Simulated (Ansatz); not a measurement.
```yaml
crystal:
  periodic: [false, false, false]
  atoms:
    - {symbol: F, position_ang: [0.739050, -2.644479, 0.001101]}
    - {symbol: Al, position_ang: [0.737673, -1.162630, 0.712792]}
    - {symbol: F, position_ang: [1.474262, -0.848698, 2.148594]}
    - {symbol: S, position_ang: [-1.462031, -0.393461, 0.873105]}
    - {symbol: Al, position_ang: [-0.719557, 1.153587, -0.711853]}
    - {symbol: F, position_ang: [-0.715319, 2.631437, 0.008270]}
    - {symbol: F, position_ang: [-1.459435, 0.849884, -2.148065]}
    - {symbol: S, position_ang: [1.477966, 0.379108, -0.878438]}
    - {symbol: H, position_ang: [-1.175224, 0.422563, 1.906400]}
    - {symbol: H, position_ang: [1.185715, -0.438611, -1.908904]}
basis:
  gaussian: {orbitals: STO-3G, point_charges: [{charge: -1.00, position_ang: [5.428, -0.152, 0.035]}]}
total_charge: 1
magnetization: {spin_polarized: true, initial_magnetization: 1}
hamiltonian: {xc: {name: HF}}
correlation: {method: mp2, frozen_orbitals: {F: 9}}
```

```sh
$ ansatz run in.yaml --threads 4 --pin off --events-out ev --progress --plain --max-ram 11315MiB
```

How does Ansatz answer? (An estimate is asked.)

Computed: The input was rejected before any iteration.
```
Functional definition: HF
Error: "frozen_orbitals" has no count for Al
```
